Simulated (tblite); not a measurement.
Compound: C6H10O2 (charge +1 and doublet state).
SMILES with atom numbers: `[CH3:1][C@@H:2]1[CH2:3][CH2:4][C:5](=[O+:6])[O:7][CH2:8]1` (hydrogens: H9, H10, H11 on C1; H12 on C2; H13, H14 on C3; H15, H16 on C4; H17, H18 on C8)

Geometry (GFN2-xTB, Å), atoms numbered from 1 in this order:
```xyz
18
C6H10O2 angstrom
C     -2.1608   -0.1674    0.3560
C     -0.7711    0.0927   -0.1871
C      0.2167   -1.0460    0.0642
C      1.5651   -0.7714   -0.5302
C      2.0931    0.6729   -0.1872
O      3.2417    0.9016   -0.3720
O      1.2039    1.5235    0.2268
C     -0.1347    1.2877    0.5664
H     -2.7937    0.7117    0.2576
H     -2.1327   -0.4623    1.4017
H     -2.6421   -0.9597   -0.2163
H     -0.8181    0.3272   -1.2547
H      0.2812   -1.2770    1.1310
H     -0.1750   -1.9436   -0.4356
H      1.5529   -0.7716   -1.6253
H      2.3376   -1.4597   -0.1833
H     -0.2044    1.1418    1.6514
H     -0.6684    2.2058    0.2917
```

Calculated harmonic vibrations of the isolated species, GFN2-xTB (tblite), most abundant isotopes, no scaling. Errors from tens to a few hundred cm⁻¹ against measured bands are possible. One conformer, not necessarily the lowest. Open shells enter through the occupations alone, without spin polarisation, and single modes of such species can be off by tens of per cent.

Harmonic wavenumbers (cm⁻¹): 76.1, 159.0, 204.9, 214.0, 292.7, 365.9, 416.9, 448.1, 487.6, 554.8, 654.7, 719.8, 800.2, 854.5, 900.1, 909.2, 924.9, 983.5, 1006.4, 1034.9, 1082.2, 1103.4, 1110.4, 1131.9, 1158.3, 1186.3, 1221.8, 1236.5, 1266.1, 1285.6, 1321.1, 1360.1, 1397.8, 1400.0, 1407.7, 1419.2, 1457.9, 1777.8, 2878.5, 2922.1, 2930.8, 2951.2, 2963.3, 2981.9, 3001.4, 3016.4, 3046.7, 3058.0.

A = 4653, B = 1473, C = 1183 MHz; mass 114.068 u (most abundant isotopes); point group C1, symmetry number 1; spin multiplicity 2.

Problem. Zero-point energy?

Solution. ½Σν̃ = 32541 cm⁻¹ = 389.28 kJ/mol.

Problem. Give the ideal-gas entropy at 500 K and 1 bar in the rigid-rotor, harmonic-oscillator model (classical rotation).

Solution. Translation 178.68, rotation 123.91, vibration 149.57, spin (R ln 2) 5.76: S = 457.9 J/(mol K).

Problem. And Cp and H(500 K) − H(0)?

Solution. Cp = 214.51 J/(mol K), of which vibrations give 181.25 (their classical limit is 48 R = 399.1); H(500 K) − H(0) = 59.10 kJ/mol without the zero-point energy, 42.48 from vibrations.

Problem. Blend soft modes into free rotors: weight 1/[1 + (100 cm⁻¹/ν̃)⁴] for the oscillator and the rest for a rotor with moment μB/(μ + B), μ = h/(8π²ν), B = 10⁻⁴⁴ kg m². What vibrational entropy results?

Solution. 144.77 J/(mol K) in place of 149.57, which changes −T·S at 500 K by +2.40 kJ/mol.

Problem. What must be added to the electronic energy to get the Gibbs energy at 500 K and 1 bar?

Solution. ZPE + [H(500 K) − H(0)] − T·S = 389.28 + 59.10 − 228.96 = 219.42 kJ/mol.

Problem. How do the functions run with temperature in this model?

Solution. 
```tsv
T (K)	S (J/(mol K))	Cp (J/(mol K))	H − H(0) (kJ/mol)	G − H(0) (kJ/mol)	ln q(vib)
150	298.1	77.4	7.80	-36.92	1.33
250	346.2	115.3	17.38	-69.19	2.97
298.15	368.3	135.6	23.41	-86.39	3.83
400	414.1	178.1	39.42	-126.24	5.76
600	499.8	244.5	82.11	-217.76	9.84
900	611.9	307.1	165.68	-385.01	16.01
```

q(vib) and H(0) count from the zero-point level.

Hindered rotation and anharmonicity are outside this model. Other conformers, if any are populated, would add a mixing term that is left out. The structure is chiral; the term R ln 2 for an equal mix with its mirror image is left out.
